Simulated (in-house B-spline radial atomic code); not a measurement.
Radial electron density of Kr⁺, [Ar] 3d10 4s2 4p5. Method: non-relativistic B97-1, spin-polarised, spherical fractional occupations, point nucleus. Calculated with a radial B-spline atomic code at the basis-set limit.

Caution: exact exchange at fractional occupations of open shells leaves self-interaction of up to several eV.

Columns: r (bohr), 4πr²n(r) (electrons per bohr), bar.

```
 0.00184    1.202 #
 0.00224    1.731 #
 0.00274    2.498 ##
 0.00334    3.555 ###
 0.00408    5.029 ####
 0.00497        7 ######
 0.00607    9.647 ########
 0.00741    13.06 ###########
 0.00905    17.32 ###############
   0.011    22.25 ###################
  0.0135    28.04 ########################
  0.0164    33.68 ############################
  0.0201    38.99 #################################
  0.0245    42.69 ####################################
  0.0299    44.15 #####################################
  0.0365    43.06 ####################################
  0.0445    40.15 ##################################
  0.0544    37.25 ###############################
  0.0664    36.87 ###############################
   0.081    40.45 ##################################
  0.0989    46.94 #######################################
   0.121    52.36 ############################################
   0.147    52.07 ############################################
    0.18    44.81 ######################################
   0.219     35.3 ##############################
   0.268    30.07 #########################
   0.327    32.11 ###########################
   0.399    36.45 ###############################
   0.487    35.77 ##############################
   0.594    27.96 #######################
   0.725    17.36 ###############
   0.885    9.553 ########
    1.08    6.291 #####
    1.32     5.58 #####
    1.61    4.949 ####
    1.96    3.572 ###
     2.4    1.943 ##
    2.93    0.799 #
    3.57   0.2436 
    4.36  0.05077 
    5.32 0.006835 
    6.49 0.0005451
```

On this grid the curve has 3 maxima, near 0.0299, 0.121, 0.399 bohr.

The 4s down radial function P(r) = rR(r), positive near the nucleus:

| r (bohr) | P |
| --- | --- |
| 0.000556 | 0.01011 |
| 0.000828 | 0.0149 |
| 0.00123 | 0.02182 |
| 0.00184 | 0.03192 |
| 0.00274 | 0.04598 |
| 0.00408 | 0.06513 |
| 0.00607 | 0.08987 |
| 0.00905 | 0.1193 |
| 0.0135 | 0.1485 |
| 0.0201 | 0.1653 |
| 0.0299 | 0.1485 |
| 0.0445 | 0.07129 |
| 0.0664 | -0.07713 |
| 0.0989 | -0.2394 |
| 0.147 | -0.2642 |
| 0.219 | -0.01149 |
| 0.327 | 0.3697 |
| 0.487 | 0.3836 |
| 0.725 | -0.1768 |
| 1.08 | -0.7935 |
| 1.61 | -0.849 |
| 2.4 | -0.4401 |
| 3.57 | -0.1098 |
| 5.32 | -0.01018 |
